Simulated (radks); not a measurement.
Ne3+, configuration [He] 2s1.5 2p3.5 (fractional occupations, a model configuration). Calculated with a radial shooting solver on a logarithmic mesh with Libxc functionals: non-relativistic Kohn-Sham, TPSS, spin-unpolarised, spherical densities, point nucleus; meta-GGA in the generalised Kohn-Sham scheme.

Unscreened Slater integrals over Kohn-Sham orbitals (hartree).

integral     value
F0(2p,2p)   1.2104
F2(2p,2p)  0.56030
F0(2p,2s)   1.1664
G1(2p,2s)  0.70339
F0(2p,1s)   1.6968
G1(2p,1s)  0.22088
F0(2s,2s)   1.1382
F0(2s,1s)   1.6032
G0(2s,1s)  0.12882
F0(1s,1s)   5.9690

Derived for the open shells (J is the average intra-shell exchange parameter used in DFT+U). 2p: J = F2/5 = 0.1121 hartree.
